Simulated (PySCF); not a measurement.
Cost of one run: core-ionisation job, `[NH3+][BH2-]Br`.

Method: delta-SCF UKS SCAN, pcX-1 on the ionised atom, pcseg-1 elsewhere, spin-free X2C (PySCF 2.14.0). Geometry: PBE0-D3(BJ)/def2-SVP. Work: ΔSCF core ionisation, 2 holes, density fitting. The command runs a driver script over a list of jobs; the input below is this job's line of settings and its coordinates in Å.

Command:
```bash
OMP_NUM_THREADS=1 python probes_run.py task.json out
```

Input:
```
{"job": {"kind": "xps", "basis": "pcX-1"}, "charge": 0, "multiplicity": 1}
N     -0.805682     0.151960     0.037829
B      0.721755    -0.352370    -0.120389
Br     1.809245     1.252916     0.457378
H     -0.991468     0.419585     1.007142
H     -1.471784    -0.573301    -0.236594
H     -0.965112     0.980312    -0.540063
H      0.867096    -1.285518     0.643676
H      0.891048    -0.602955    -1.296732
```

Hardware: one thread, Arm Neoverse N1 (aarch64), no GPU, shared host with 64 logical CPUs at a one-minute load of 61. PySCF's memory limit was set to 1760 MB.

The basis has 90 functions.

Problem. How long does the run take?

Solution. About 9.4 s. The run took 31 SCF cycles in all, 4.7 s a hole on average.

Problem. How much memory does it need at the peak?

Solution. About 0.43 GiB. Peak memory is the resident size of the whole Python process, interpreter and libraries included.

Other jobs ran on the host; a repeat could differ by tens of per cent or more.
